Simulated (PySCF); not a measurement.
Working with the constants of CaZn⁺

M06-2X constants of CaZn⁺, ²Σ⁺ (doublet), unpaired electrons σ ↑ (Ca pcseg-1, Zn pcseg-1; no relativity (PySCF 2.14); masses 39.9626 and 63.9291 u):

```
ωe              : 117.3 cm⁻¹
ωexe            : 0.788 cm⁻¹
Be              : 0.061848 cm⁻¹
αe              : 0.000485 cm⁻¹
D (centrifugal) : 6.88e-08 cm⁻¹
De to Ca⁺ + Zn  : 0.60 eV
```

Question: Give the vibrational terms G(v) and spacings up to v = 6.

Answer: G(v) = ωe(v+½) − ωexe(v+½)².

```tsv
v	G(v) (cm⁻¹)	G(v) − G(v−1)	Bv (cm⁻¹)
0	58.5		0.06161
1	174.2	115.7	0.06112
2	288.3	114.1	0.06064
3	400.9	112.6	0.06015
4	511.9	111.0	0.05967
5	621.3	109.4	0.05918
6	729.2	107.8	0.05870
```

Question: How well does the Morse estimate ωe²/(4ωexe) reproduce De, and what is D0?

Answer: It gives 0.54 eV, 90 % of the computed De. D0 = De − G(0) = 0.60 − 0.01 = 0.59 eV.

For an ion De counts to the pair picked by the measured ionisation energies or electron affinities, which need not be the lowest pair at this level. The state is the lowest determinant that a PBE0 search found; another state may lie lower at other levels.
